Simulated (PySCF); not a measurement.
# Nuclear quadrupole coupling in `CCO[Si@@H](P)O[SiH3]`

Species: C2H11O2PSi2.
Cartesian coordinates in Å at the GFN2-xTB level; atoms count from 1:
```xyz
18
C2H11O2PSi2 angstrom
C     -2.636   -0.898   -0.313
C     -1.530   -0.557    0.675
O     -0.263   -0.640    0.086
Si     0.436    0.482   -0.848
P      0.042    2.496    0.047
O      2.024    0.220   -0.798
Si     3.281   -0.722   -0.386
H     -3.601   -0.877    0.186
H     -2.469   -1.889   -0.726
H     -2.638   -0.177   -1.127
H     -1.684    0.458    1.070
H     -1.535   -1.263    1.512
H      0.064    0.303   -2.252
H      0.788    3.207   -0.872
H     -1.137    2.711   -0.648
H      3.152   -1.987   -1.106
H      4.422    0.069   -0.838
H      3.271   -0.928    1.060
```

Field gradients from the PBE0/pcSseg-1 density (PySCF, non-relativistic), principal values in atomic units, ordered |Vxx| ≤ |Vyy| ≤ |Vzz|:

```csv
atom,Vxx,Vyy,Vzz
O3,-0.4726,-1.1768,1.6494
O6,-0.4425,-0.6246,1.0671
```

Problem. Find the asymmetry η = (Vxx − Vyy)/Vzz and the couplings χ = eQV/h (234.96 MHz × Q in barn × V in au), with Q(17O) = −0.0256 b.

Solution. 
| atom | environment | nucleus | η | χzz (MHz) | χxx (MHz) | χyy (MHz) |
| --- | --- | --- | --- | --- | --- | --- |
| O3 | silyl ether oxygen | 17O | 0.43 | -9.92 | 2.84 | 7.08 |
| O6 | siloxane oxygen | 17O | 0.17 | -6.42 | 2.66 | 3.76 |

The tensor is traceless: Vxx + Vyy + Vzz = 0.

Problem. What is Vzz at O3 in SI units (1 au = 9.71736 × 10²¹ V/m²)?

Solution. 1.6494 au = 16.028 × 10²¹ V/m².

Problem. What couplings would deuterons (Q(2H) = 0.00286 b) have in place of the hydrogens, at this geometry?

Solution. 
```json
{"atom": "H8", "bonded to": "C1", "bond length (Å)": "1.087", "Vzz (au)": "0.3170", "η": "0.02", "χzz (kHz)": "213"}
{"atom": "H9", "bonded to": "C1", "bond length (Å)": "1.087", "Vzz (au)": "0.3148", "η": "0.02", "χzz (kHz)": "212"}
{"atom": "H10", "bonded to": "C1", "bond length (Å)": "1.087", "Vzz (au)": "0.3144", "η": "0.03", "χzz (kHz)": "211"}
{"atom": "H11", "bonded to": "C2", "bond length (Å)": "1.100", "Vzz (au)": "0.2800", "η": "0.09", "χzz (kHz)": "188"}
{"atom": "H12", "bonded to": "C2", "bond length (Å)": "1.095", "Vzz (au)": "0.2910", "η": "0.06", "χzz (kHz)": "196"}
{"atom": "H13", "bonded to": "Si4", "bond length (Å)": "1.464", "Vzz (au)": "0.1582", "η": "0.01", "χzz (kHz)": "106"}
{"atom": "H14", "bonded to": "P5", "bond length (Å)": "1.381", "Vzz (au)": "0.2181", "η": "0.07", "χzz (kHz)": "147"}
{"atom": "H15", "bonded to": "P5", "bond length (Å)": "1.385", "Vzz (au)": "0.2137", "η": "0.08", "χzz (kHz)": "144"}
{"atom": "H16", "bonded to": "Si7", "bond length (Å)": "1.461", "Vzz (au)": "0.1606", "η": "0.03", "χzz (kHz)": "108"}
{"atom": "H17", "bonded to": "Si7", "bond length (Å)": "1.461", "Vzz (au)": "0.1618", "η": "0.02", "χzz (kHz)": "109"}
{"atom": "H18", "bonded to": "Si7", "bond length (Å)": "1.461", "Vzz (au)": "0.1610", "η": "0.03", "χzz (kHz)": "108"}
```

The structure is a single GFN2-xTB conformer in the gas phase; no vibrational or solvent corrections. GFN2-xTB bond lengths can be off by several hundredths of an ångström, more for odd bonds, and the gradients follow them. With so small a basis the couplings can be 20 % off.
